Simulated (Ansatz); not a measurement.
Ideal-gas functions of CH3FSn (`[CH3][Sn][F]`) at 600 K and 1 bar, from an Ansatz frequency run at PBE0-D4/def2-TZVP.

Molar mass 152.74 g/mol, point group Cs (symmetry number 1), electronic degeneracy 1, moments of inertia 57.387, 80.573, 134.829 u Å². Harmonic wavenumbers (cm⁻¹, unscaled): 49, 175, 492, 547, 574, 676, 1186, 1427, 1430, 3035, 3121, 3143.

Use S(trans) = R[1.5 ln M + 2.5 ln T − 1.1517]; rotational temperatures θ = 24.2544 K / I; S(rot) = R[ln(√π/σ · √(T³/θAθBθC)) + 1.5]; for each mode x = 1.438777 ν̃/T, S = R[x/(eˣ − 1) − ln(1 − e⁻ˣ)] and H = RT x/(eˣ − 1); 1 cm⁻¹ = 0.0119627 kJ/mol; R = 8.31446 J/(mol·K).

**Question.** By hand: the entropy, in J/(mol·K).

**Answer.** Translation 186.1. Rotation: θ = 0.4226, 0.301, 0.1799 K, giving 112.7. Vibration, mode by mode: 26.12, 15.60, 7.41, 6.63, 6.28, 5.15, 1.96, 1.24, 1.23, 0.05, 0.04, 0.04, in all 71.7. Electronic 0.0. Sum 370.5 J/(mol·K).

**Question.** By hand: H − E and G − E in kJ/mol, counted from the electronic energy.

**Answer.** Zero-point energy ½ × 15855 × 0.0119627 = 94.8; thermal vibration 20.1; translation, rotation and pV give 4 RT = 20.0. H − E = 134.9 kJ/mol, and G − E = 134.9 − 600 × 370.5/1000 = -87.4 kJ/mol.

Vibration gives 19 % of the entropy, 26.1 J/(mol·K) of it from the mode under 150 cm⁻¹: soft modes count most, and the harmonic formula is weakest for them.
